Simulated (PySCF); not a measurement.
SMILES N#C[SiH2]C#N (C₂H₂N₂Si) (PBE0/def2-SVP optimised geometry):

```
7

N      1.967    -1.131     0.000
C      0.809    -1.102     0.000
Si    -1.042    -1.102     0.000
C     -1.595     0.664     0.000
N     -1.967     1.761     0.000
H     -1.526    -1.761     1.236
H     -1.526    -1.761    -1.236
```

Computed with PySCF 2.14.0 with PBE0/def2-TZVP.

### Question
What are the frontier orbital energies and the dipole moment?

### Answer
HOMO-2 -10.63 eV, HOMO-1 -10.46 eV, HOMO -10.28 eV, LUMO -1.69 eV, LUMO+1 -1.63 eV; dipole moment 3.66 D.

Meta-Löwdin charges at PBE0/def2-TZVP: N1 -0.13, C2 -0.15, Si3 0.66, C4 -0.15, N5 -0.13, H6 -0.05, H7 -0.05.
